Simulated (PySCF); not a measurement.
Species: C4H10SSi2.
SMILES with atom numbers: `[CH3:1][C:2](=[S:3])[SiH2:4]/[CH:5]=[CH:6]/[SiH3:7]` (hydrogens: H8, H9, H10 on C1; H11, H12 on Si4; H13 on C5; H14 on C6; H15, H16, H17 on Si7)

Structure optimised with GFN2-xTB, isolated species.

Problem. What internal coordinates does the optimisation give?

Solution. 
| bond | length (pm) | order |
| --- | --- | --- |
| C1–C2 | 148.7 | single |
| C2=S3 | 162.9 | double |
| C2–Si4 | 190.5 | single |
| Si4–C5 | 188.4 | single |
| C5=C6 | 133.2 | double |
| C6–Si7 | 188.4 | single |
| C1–H8, C1–H9, C1–H10 | 109.0 | single |
| Si4–H11, Si4–H12 | 146.4 | single |
| C5–H13 | 108.5 | single |
| C6–H14 | 108.5 | single |
| Si7–H15, Si7–H16, Si7–H17 | 146.5 | single |

Bonds in one row agree within 1 pm and their mean is given. Orders are formal, as drawn. A selection of angles:
| angle | degrees |
| --- | --- |
| C2–C1–H8 | 109.7 |
| C2–C1–H9 | 111.7 |
| H8–C1–H9 | 109.7 |
| H8–C1–H10 | 107.1 |
| C1–C2–S3 | 120.7 |
| C1–C2–Si4 | 119.1 |
| S3–C2–Si4 | 120.1 |
| C2–Si4–C5 | 105.5 |
| C2–Si4–H11 | 107.7 |
| C5–Si4–H11 | 110.9 |
| H11–Si4–H12 | 112.1 |
| Si4–C5–C6 | 125.3 |
| Si4–C5–H13 | 116.6 |
| C6–C5–H13 | 118.1 |
| C5–C6–Si7 | 125.5 |
| C5–C6–H14 | 117.8 |
| Si7–C6–H14 | 116.7 |
| C6–Si7–H15 | 109.5 |
| H15–Si7–H16 | 110.5 |

Torsions: C1–C2–Si4–C5 -75° (synclinal); C2–Si4–C5–C6 125° (anticlinal); Si4–C5–C6–Si7 180° (antiperiplanar). The mirror-image conformer, all signs reversed, is as good.

Si4 (SiH2 silicon) is distorted tetrahedral (angles from 105.5° to 112.1°). The 2 C–C bonds span 1.332 Å (C5=C6, drawn double) to 1.487 Å (C1–C2, drawn single), a spread of 0.155 Å. Si7 (SiH3 silicon) is tetrahedral (angles from 108.6° to 110.5°). The 3 C–Si bonds span 1.884 Å (Si4–C5, drawn single) to 1.905 Å (C2–Si4, drawn single), a spread of 0.021 Å.

Point group: C1 (no symmetry element, even within 0.4 Å). Not checked by GFN2-xTB frequencies. One conformer, not necessarily the lowest.

The numbers are calculated, not measured.
